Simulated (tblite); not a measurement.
Species: C7H6Si.
Bonds: C1–C2 (triple), C2–C3, C3–C4 (triple), C4–C5, C5–C6 (double), C6–C7, C7–Si8, C5–Si8. Hydrogens: H9 on C1; H10 on C6; H11, H12 on C7; H13, H14 on Si8.

Computed with GFN2-xTB (tblite), gas phase: L-BFGS steps from a force-field or distance-geometry start until the largest atomic force falls under 0.01 eV/Å.

Step 0: E = -531.8644 eV
```
atom  x, y, z in Å  |  force x, y, z in eV/Å
C1      4.4511   -2.1508   -0.6047   -1.209   0.548   0.155
C2      3.3538   -1.6508   -0.4623   -2.818   1.326   0.473
C3      1.9771   -1.0270   -0.2552    3.405  -1.552  -0.559
C4      0.8835   -0.5225   -0.1160   -2.609   0.702   0.516
C5     -0.5085    0.1034    0.0938    3.206  -2.282  -0.430
C6     -1.7106   -0.4362    0.4017    0.283   0.645  -0.091
C7     -2.6080    0.8189    0.4098   -0.288  -0.591   0.260
Si8    -1.0944    1.8618   -0.0327    0.448   1.134  -0.301
H9      5.4088   -2.5891   -0.7366   -0.464   0.209   0.055
H10    -1.9773   -1.4790    0.6079    0.020   0.635  -0.123
H11    -3.4017    0.8332   -0.3454    0.070  -0.313   0.270
H12    -3.0527    1.0716    1.3831    0.003  -0.410  -0.277
H13    -1.1150    2.4130   -1.4069    0.054   0.017   0.371
H14    -0.6068    2.7530    1.0413   -0.102  -0.067  -0.321
```

Step 1: E = -532.0901 eV
```
atom  x, y, z in Å  |  force x, y, z in eV/Å
C1      4.4339   -2.1430   -0.6024   -2.377   1.085   0.308
C2      3.3136   -1.6319   -0.4556    0.121  -0.002   0.048
C3      2.0258   -1.0491   -0.2632   -3.630   1.638   0.411
C4      0.8462   -0.5125   -0.1086    4.175  -2.408  -0.415
C5     -0.4627    0.0708    0.0876    0.855  -0.860  -0.124
C6     -1.7066   -0.4270    0.4005    0.942   0.490  -0.209
C7     -2.6121    0.8104    0.4135    0.468  -0.230  -0.046
Si8    -1.0880    1.8780   -0.0370    0.323  -0.177  -0.069
H9      5.4022   -2.5861   -0.7358   -0.860   0.387   0.111
H10    -1.9770   -1.4699    0.6062    0.011   0.614  -0.111
H11    -3.4007    0.8287   -0.3416   -0.001  -0.333   0.183
H12    -3.0527    1.0658    1.3792   -0.067  -0.378  -0.066
H13    -1.1142    2.4133   -1.4016    0.063   0.110   0.159
H14    -0.6083    2.7520    1.0368   -0.021   0.064  -0.179
```

Step 2: E = -532.3888 eV
```
atom  x, y, z in Å  |  force x, y, z in eV/Å
C1      4.4004   -2.1277   -0.5981   -0.454   0.209   0.053
C2      3.2959   -1.6230   -0.4519   -0.791   0.412   0.154
C3      2.0100   -1.0421   -0.2625   -0.971   0.409   0.082
C4      0.8732   -0.5334   -0.1096    1.294  -1.121  -0.051
C5     -0.4320    0.0463    0.0834   -0.048  -0.091  -0.030
C6     -1.6946   -0.4174    0.3976    1.240   0.100  -0.226
C7     -2.6091    0.8040    0.4147    0.745   0.026  -0.191
Si8    -1.0815    1.8837   -0.0397    0.349  -0.779   0.032
H9      5.3899   -2.5806   -0.7343   -1.483   0.673   0.198
H10    -1.9768   -1.4591    0.6042    0.029   0.598  -0.108
H11    -3.4002    0.8231   -0.3378    0.039  -0.355   0.150
H12    -3.0534    1.0590    1.3766   -0.037  -0.376   0.006
H13    -1.1132    2.4146   -1.3975    0.064   0.162   0.028
H14    -0.6092    2.7522    1.0327    0.023   0.135  -0.095
```

Q: Estimate the geometry and energy of step 3. (The exact step hangs on the optimiser's Hessian estimate; all steps are aligned on step 2, rigid shifts and turns removed.)

A: E = -532.5457 eV, largest force 2.725 eV/Å
```
atom  x, y, z in Å  |  force x, y, z in eV/Å
C1      4.3707   -2.1142   -0.5944   -1.758   0.810   0.234
C2      3.2555   -1.6028   -0.4443    1.407  -0.604  -0.170
C3      1.9998   -1.0383   -0.2634    1.818  -0.823  -0.272
C4      0.8994   -0.5637   -0.1083   -2.606   0.654   0.455
C5     -0.4043    0.0226    0.0788    0.211   0.555  -0.139
C6     -1.6596   -0.4080    0.3908    0.369  -0.411  -0.007
C7     -2.5921    0.7990    0.4121    0.608   0.104  -0.155
Si8    -1.0685    1.8738   -0.0417    0.462  -0.703   0.013
H9      5.3480   -2.5616   -0.7287   -1.137   0.517   0.152
H10    -1.9759   -1.4376    0.6002    0.119   0.433  -0.094
H11    -3.3987    0.8109   -0.3314    0.233  -0.372   0.157
H12    -3.0545    1.0454    1.3743    0.150  -0.404  -0.091
H13    -1.1110    2.4189   -1.3932    0.081   0.139   0.012
H14    -0.6095    2.7551    1.0272    0.042   0.104  -0.094
```

The energy changes by -0.1569 eV. The first-order estimate −F·Δx gives -0.3109 eV and the mean of the old and new forces, exact on a quadratic surface, -0.1512 eV. The step makes an angle of 30° with the force vector and moves no atom by more than 0.046 Å.

The cost below is that of the whole relaxation. Time: 0.31 s wall. Hardware: one thread of an Arm Neoverse N1, no GPU, shared host.
